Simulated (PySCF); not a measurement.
## C²⁺ (carbon, charge +2) across methods

[He] 2p2, high-spin 3P determinant (an excited configuration). All numbers are calculated (PySCF 2.14, the non-relativistic Hamiltonian (point nucleus), in aug-cc-pVQZ (6s5p4d3f2g, 80 functions)). The B2PLYP total includes its PT2 part (frozen core); its orbital energies are those of the SCF part.

| method | E (hartree) | mean ε 1s α (eV) | mean ε 1s β (eV) | mean ε 2p α (eV) | Σ⟨r²⟩ (bohr²) | ⟨S²⟩ |
| --- | --- | --- | --- | --- | --- | --- |
| LDA | -35.6166 | -304.32 | -302.90 | -32.657 | 4.442 | 2.000 |
| UHF | -35.84286 | -342.39 | -340.74 | -38.907 | 4.476 | 2.000 |
| r2SCAN | -35.9675 | -310.92 | -309.53 | -33.274 | 4.396 | 2.000 |
| B2PLYP | -35.9366 | -326.19 | -324.79 | -36.013 | 4.431 | 2.000 |
| PBE | -35.9435 | -306.94 | -305.57 | -32.829 | 4.425 | 2.000 |
| wB97X | -35.9913 | -316.53 | -315.86 | -36.852 | 4.418 | 2.000 |
| PBE0 | -35.9355 | -316.00 | -314.56 | -34.462 | 4.427 | 2.000 |
| HSE06 | -35.9414 | -315.61 | -314.14 | -34.049 | 4.425 | 2.000 |

Estimate the same row for wB97M-V.

E (hartree) = -35.9828; mean ε 1s α (eV) = -318.95; mean ε 1s β (eV) = -317.77; mean ε 2p α (eV) = -36.790; Σ⟨r²⟩ (bohr²) = 4.462; ⟨S²⟩ = 2.000.
